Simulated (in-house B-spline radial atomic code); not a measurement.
Response and correlation of neutral xenon

Closed shell [Kr] 4d10 5s2 5p6. Computed with an all-electron radial atomic-structure program (B-spline basis): Dirac-Hartree-Fock, relativistic RPA (time-dependent Dirac-Hartree-Fock) for the response and second-order many-body perturbation theory for correlation, no-pair Dirac-Coulomb Hamiltonian, finite nucleus.

Command:
```bash
python run_mb.py task.json out
```
Settings (nuclear radius in fm, box in bohr, cutoff in hartree):
```
basis_form          2
Z                   54
core_configuration  [Kr] 4d10 5s2 5p6
rms_radius          4.7859
mass_number         132
speed_of_light      137.036
box_radius          45.0
lmax                7
intervals           67
virtual_cutoff      72900.0
```

Time taken, with all properties: 17 s on 1 thread of Intel(R) Xeon(R) 6975P-C (shared host).

| multipole (bohr³, bohr⁵, bohr⁷) | uncoupled | coupled RPA |
| --- | --- | --- |
| dipole | 26.866 | 26.973 |
| quadrupole | 151.87 | 205.11 |
| octupole | 2382.6 | ? |

**Question.** What is the coupled octupole polarisability?

**Answer.** 3470.9 atomic units, +46 % against the uncoupled value.

**Question.** Which subshells carry the dipole polarisability?

**Answer.** 5p3/2 72.7 %, 5p1/2 26.3 %, 4d5/2 0.4 %.

**Question.** What does the dipole shielding factor come to?

**Answer.** The dipole shielding factor is 1.000, against the exact N/Z = 54/54 = 1.000 of the non-relativistic theorem.

Dipole polarisability at imaginary frequency:

```tsv
u (Eh)	α(iu) (bohr³)
0	26.97
0.05	26.66
0.15	24.49
0.3	19.54
0.5	13.73
1	6.367
2	2.444
5	0.6398
```

**Question.** What dispersion coefficients follow for two such atoms?

**Answer.** C6 = (3/π)∫α(iu)²du = 285.9 hartree·bohr⁶ and C8 = 11460 hartree·bohr⁸.

**Question.** How good is RPA here?

**Answer.** The recommended dipole polarisability is 27.32 bohr³ (Schwerdtfeger and Nagle, table of static dipole polarizabilities (2023 update)); RPA is off by -1 %, the part due to correlation beyond RPA.

Lowest J = 1 odd-parity excitations:

```json
{"energy (eV)": "8.4219", "oscillator strength": "0.214", "leading channel": "5p3/2 → s1/2", "weight": "0.941"}
{"energy (eV)": "9.4148", "oscillator strength": "0.186", "leading channel": "5p3/2 → d3/2", "weight": "0.422"}
{"energy (eV)": "9.9447", "oscillator strength": "0.0686", "leading channel": "5p1/2 → s1/2", "weight": "0.693"}
{"energy (eV)": "10.342", "oscillator strength": "0.268", "leading channel": "5p3/2 → d5/2", "weight": "0.657"}
{"energy (eV)": "10.478", "oscillator strength": "0.112", "leading channel": "5p3/2 → s1/2", "weight": "0.955"}
{"energy (eV)": "10.803", "oscillator strength": "8.05e-05", "leading channel": "5p3/2 → d3/2", "weight": "0.645"}
{"energy (eV)": "11.047", "oscillator strength": "0.107", "leading channel": "5p3/2 → d5/2", "weight": "0.603"}
```

Second-order correlation energy by the highest angular momentum of the excited pair (hartree): s -0.02624, p -0.2482, d -0.7859, f -1.279, g -0.4103, h -0.1783, i -0.08141, k -0.04156.

**Question.** What is the second-order correlation energy at the partial-wave limit?

**Answer.** The listed waves sum to -3.0512 hartree; extrapolating the increments as (l + 1/2)⁻⁴ gives -3.1362 hartree, -1.58 eV per electron.
